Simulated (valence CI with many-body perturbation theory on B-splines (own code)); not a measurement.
Results of a calculation; reference values are marked as such.
## From CI to CI+MBPT in I XXIII

Method: configuration interaction combined with many-body perturbation theory (CI+MBPT): three valence electrons over a frozen Dirac-Fock core [Ar] 3d10, a basis of 11 s, 11 p, 9 d, 7 f, 5 g, 2 h, 1 i functions for each j, with the one-electron correlation potential Σ1 (screened to all orders), the two-electron term Σ2, the three-electron term Σ3, Breit, model QED; selected single and double excitations, second order for the rest (own B-spline code, finite nucleus).

No measured levels were compared; by estimate levels hold to about 250 cm⁻¹ or 0.2 % of their energy and the worst to 1 %, as in measured heavy ions of charge 2 to 7; those with d or f electrons hold less well.

Each rung adds one term. CI alone is the Dirac-Coulomb CI over the frozen core; QED comes last and gives the full result, which names the levels. Energies are above 4s2 4p 2P°_1/2 on the same rung, in cm⁻¹.

Names give the largest LS component (configuration and term), which can be under half, so a name can repeat, a term be missing and a line seem to break the LS rules; names also repeat where a configuration has a term twice. Letters in brackets count levels of one name in rising energy.

```
               Level  CI alone     Σ1     Σ2    Σ3  Breit    QED     Full
      4s2 4p 2P°_3/2    125370   +890   +324    +5  -1734   +217   125072
       4s 4p2 4P_1/2    379432    +69  +2414   +60  +1396  -2286   381085
       4s 4p2 4P_3/2    460066   +789  +3716   +90    -63  -2095   462503
       4s 4p2 4P_5/2    494140   +878  +2766   +72   -339  -2062   495454
       4s 4p2 2D_3/2    553028   +905    +80   +30   -325  -2011   551707
       4s 4p2 2P_1/2    589827   +826  -5034   -33   +125  -2143   583567
       4s 4p2 2D_5/2    615529  +1585  +2410   +66  -1777  -1822   615991
       4s 4p2 2S_1/2    713156  +1712  -2753   -47  -1610  -1903   708554
       4s 4p2 2P_3/2    723873  +1664  -5696   -18  -1655  -1869   716299
       4s2 4d 2D_3/2    844398   +736  -5252    -7  -2806   -208   836860
       4s2 4d 2D_5/2    866701   +963  -4972    -3  -3546    -97   859045
     4p3 2P°_3/2 [a]    963695   +820  -2054   +57  +1364  -4317   959565
         4p3 4S°_3/2   1056430  +1597   -960   +98   -277  -4071  1052820
         4p3 2D°_5/2   1060090  +1540  +1280  +108   -560  -3912  1058540
         4p3 2P°_1/2   1121320  +1706  -2476    +8   -295  -4082  1116180
    4s 4p 4d 4F°_3/2   1131670   +518  +3078  +156  -1242  -2398  1131780
    4s 4p 4d 4F°_5/2   1154730   +666  +2545  +151  -1619  -2371  1154100
    4s 4p 4d 4F°_7/2   1193920   +946  +2215  +150  -2384  -2260  1192590
    4s 4p 4d 4P°_5/2   1205720   +814  -1262   +88  -1910  -2352  1201100
     4p3 2P°_3/2 [b]   1205090  +1694   -560   +71  -1858  -3070  1201370
    4s 4p 4d 4D°_1/2   1216520   +672  -2597   +69  -1444  -2348  1210870
    4s 4p 4d 4D°_3/2   1217130  +1423  -1884   +67  -1847  -2979  1211910
4s 4p 4d 2F°_5/2 [a]   1262050   +927  -1771    -4  -1936  -2390  1256870
    4s 4p 4d 4F°_9/2   1271780  +1638  +3861  +174  -3834  -2082  1271540
4s 4p 4d 2D°_3/2 [a]   1278410  +1118  -3206    +5  -1960  -2481  1271890
    4s 4p 4d 4P°_1/2   1301290  +1418   -252   +91  -2905  -2151  1297490
    4s 4p 4d 4D°_5/2   1303870  +1397  -1252   +86  -2995  -2173  1298940
    4s 4p 4d 4D°_7/2   1306410  +1484  -1136   +99  -3368  -2129  1301360
    4s 4p 4d 4P°_3/2   1306050  +1435   -903   +85  -3022  -2159  1301490
4s 4p 4d 2D°_5/2 [a]   1334840  +1675  -1012   +81  -3625  -2140  1329820
4s 4p 4d 2D°_3/2 [b]   1366440  +1400  -5704   -23  -2703  -2291  1357120
```

The middle columns are the shifts that each term adds.

**Question.** How does the ionisation energy move along the ladder, and which term matters most?

**Answer.** CI alone 684.21, + Σ1 685.69, + Σ2 685.51, + Σ3 685.47, + Breit 684.91, + QED 684.93 eV. The largest step is Σ1, 1.48 eV. NIST lists 683 ± 4 eV (theoretical).
